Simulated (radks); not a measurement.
Excited configurations of Cs: one electron is placed in a higher orbital outside [Xe]. The ground configuration is [Xe] 6s1. Calculated with a radial shooting solver on a logarithmic mesh with Libxc functionals: scalar-relativistic Kohn-Sham, PBE, spin-polarised, spherical densities, finite nucleus; open shells are filled with parallel spins first (spin-orbit coupling, left out, can overturn this in heavy ions); Fermi nuclear charge, rms radius 4.8041 fm. Excitation = E - E(ground); binding = E(ion) - E, where the ion is the core of charge +1; n* = 1/sqrt(2 binding) in atomic units, and the quantum defect is n - n*.

4f: excitation (eV) 3.015; binding (eV) 0.967; n* 3.751; quantum defect 0.249; eigenvalue (eV) -0.479; <r> (bohr) 16.63
5f: excitation (eV) 3.306; binding (eV) 0.675; n* 4.489; quantum defect 0.511; eigenvalue (eV) -0.405; <r> (bohr) 28.07
6p: excitation (eV) 1.386; binding (eV) 2.595; n* 2.290; quantum defect 3.710; eigenvalue (eV) -1.434; <r> (bohr) 7.628
6d: excitation (eV) 2.603; binding (eV) 1.379; n* 3.141; quantum defect 2.859; eigenvalue (eV) -0.754; <r> (bohr) 13.36
6f: excitation (eV) 3.488; binding (eV) 0.493; n* 5.251; quantum defect 0.749; eigenvalue (eV) -0.321; <r> (bohr) 42.07
7s: excitation (eV) 2.114; binding (eV) 1.868; n* 2.699; quantum defect 4.301; eigenvalue (eV) -1.166; <r> (bohr) 12.02

The Delta-SCF ionisation energy is 3.982 eV (NIST Atomic Spectra Database: 3.894 eV, measured). Self-interaction in the functional shifts the binding energies and quantum defects, so they are the method's values and not measured ones.
